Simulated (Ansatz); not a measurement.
The first iterations of a band of H₂O₂SSi (6 atoms, charge 0, multiplicity 1).

Computed with RKS r2SCANh/cc-pVDZ (Ansatz 0.2.0).

| Quantity | Value |
| --- | --- |
| movable images | 5 |
| climbing image | yes |
| spring | 5.0 eV/Å² |
| optimiser | quadratic models (default) |
| start path | through a guess of the saddle point |
| force threshold | 0.05 eV/Å |
| iteration limit | 60 |
| end points | relaxed |

First end point:

```xyz
6
Properties=species:S:1:pos:R:3
O -1.650 1.338 -0.693
Si -0.155 0.975 -0.628
O 0.540 -0.317 0.153
S -0.420 -1.452 1.023
H 1.024 1.649 -1.218
H 0.661 -2.194 1.363
```

Last end point:

```xyz
6
Properties=species:S:1:pos:R:3
O -1.535 0.725 -0.311
Si -0.008 0.787 -0.522
O 1.067 -0.318 0.094
S 0.480 -1.638 1.037
H 0.837 1.753 -1.258
H -0.841 -1.309 0.960
```

| iteration | highest image above the first end (eV) | largest band force component (eV/Å) |
| --- | --- | --- |
| 1 | 6.106 | 31.639 |
| 2 | 0.832 | 6.817 |

**Question.** Does the band converge within its limit, and where does its top end?

**Answer.** The forces met the threshold. It ended after 8 iterations with the highest image 0.018 eV above the first end. A vibrational analysis at the climbing image gives one clearly imaginary mode, 57i cm⁻¹: a first-order saddle point.

The run took 3.6 min on 1 thread of AMD EPYC 7R43 64-Core Processor (Zen 3), with other jobs on the host, peak memory 0.2 GiB.
